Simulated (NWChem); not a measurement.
System: C4H5F; SMILES C=CC(=C)F

```xyz
10

C      0.0574    -1.9436     0.0000
C     -0.6566    -0.8118     0.0000
C     -0.0656     0.5185     0.0000
C     -0.7326     1.6769     0.0000
F      1.2716     0.5258     0.0000
H      1.1496    -1.9194     0.0000
H     -0.4315    -2.9200     0.0000
H     -1.7501    -0.8395     0.0000
H     -1.8223     1.6778     0.0000
H     -0.1981     2.6277     0.0000
```
Atoms are numbered in this order, from 1.

Program: NWChem. Pople sets run with spherical d functions. STO-3G and 3-21G are far too small for this property and stand as cheap habits. All runs use the structure optimised with PBE0/def2-SVP. GIAO values for the isolated, static molecule; σ is the absolute isotropic shielding, δ = σ(reference) − σ with the isolated reference molecule computed at the same levels (13C: tetramethylsilane, 1H: tetramethylsilane).

```csv
level,δ C1 (ppm),δ C2 (ppm),δ C3 (ppm),δ H6 (ppm),δ H8 (ppm),δ H9 (ppm),δ H10 (ppm),relative time
PBE/pcSseg-1,121.3,135.8,170.5,5.80,6.10,4.47,4.80,10
Hartree-Fock/STO-3G,116.1,118.7,136.3,6.17,6.39,5.03,5.24,1
Hartree-Fock/6-31G*,119.8,125.6,156.4,5.97,6.11,4.29,4.73,5
```

Relative times are rough (shared machine, one core).
